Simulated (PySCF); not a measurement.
Heteronuclear NMR

Geometry:
| atom | x (Å) | y (Å) | z (Å) |
| --- | --- | --- | --- |
| C1 | 3.718 | 1.067 | -0.079 |
| C2 | 2.492 | 0.355 | 0.185 |
| C3 | 1.457 | -0.215 | 0.422 |
| P4 | 0.014 | -1.191 | 0.704 |
| O5 | 0.170 | -2.614 | 0.398 |
| C6 | -1.346 | -0.340 | -0.192 |
| C7 | -1.436 | 1.124 | 0.209 |
| C8 | -2.624 | -1.112 | 0.107 |
| H9 | 3.498 | 2.067 | -0.455 |
| H10 | 4.303 | 0.527 | -0.823 |
| H11 | 4.300 | 1.152 | 0.838 |
| H12 | -0.256 | -0.929 | 2.048 |
| H13 | -1.108 | -0.424 | -1.261 |
| H14 | -2.235 | 1.621 | -0.338 |
| H15 | -1.642 | 1.214 | 1.274 |
| H16 | -0.499 | 1.635 | -0.002 |
| H17 | -3.467 | -0.707 | -0.451 |
| H18 | -2.496 | -2.160 | -0.162 |
| H19 | -2.853 | -1.060 | 1.172 |

No relativistic terms, averaged over atoms made equivalent by symmetry, fast rotation or ring inversion, gas phase, one conformer. GIAO PBE0/pcSseg-1 shieldings; geometry from GFN2-xTB; PySCF 2.14.0 with density-fitted response routines.

**Question.** What are the ³¹P shifts?

**Answer.** 
```
atoms                     environment  σ (ppm)  δ (ppm)
   P4  phosphorus bonded to 2 C, O, H    336.8     -8.9
```

Shieldings were converted by a linear fit to measured shifts: ³¹P: δ = 270.09 − 0.828σ (rms 18.1 ppm, 64 shifts vs H3PO4, solution or neat liquid). A few per cent of atoms miss by over 2 rms, more outside the fitted compound classes.

On a 500 MHz spectrometer ³¹P resonates near 202.4 MHz, so 1 ppm is 202.4 Hz.

**Question.** Where does ¹⁷O resonate?

**Answer.** 
```tsv
atoms	environment	σ (ppm)	δ (ppm)
O5	P=O oxygen	246.0	42.6
```

Shieldings were converted by a linear fit to measured shifts: ¹⁷O: δ = 266.70 − 0.911σ (rms 10.7 ppm, 155 shifts, 12.2 ppm with the 3 outliers that the fit left out vs liquid water, solution or neat liquid). A few per cent of atoms miss by over 2 rms, more outside the fitted compound classes.

On a 400 MHz spectrometer ¹⁷O resonates near 54.2 MHz, so 1 ppm is 54.2 Hz.
